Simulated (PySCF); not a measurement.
## KSe at UHF-MP2

Level: UHF-MP2. K def2-TZVPP, Se def2-TZVPP; no relativity (PySCF 2.14).

| Property | Result |
| --- | --- |
| state | ²Π (doublet), unpaired electrons π ↑ |
| bond length | 2.982 Å |
| harmonic wavenumber | 198 cm⁻¹ |
| force constant | 0.607 mdyn/Å |
| rotational constant Be | 0.07237 cm⁻¹ |
| anharmonicity ωexe | 0.641 cm⁻¹ |
| vibration–rotation constant αe | 0.000341 cm⁻¹ |
| well depth De to K + Se | 53.8 kcal/mol |
| dissociation energy D0 | 53.6 kcal/mol |

Correlated steps freeze 14 core orbitals. Spin–orbit coupling is left out. The state is the lowest determinant that a PBE0 search found; another state may lie lower at other levels.
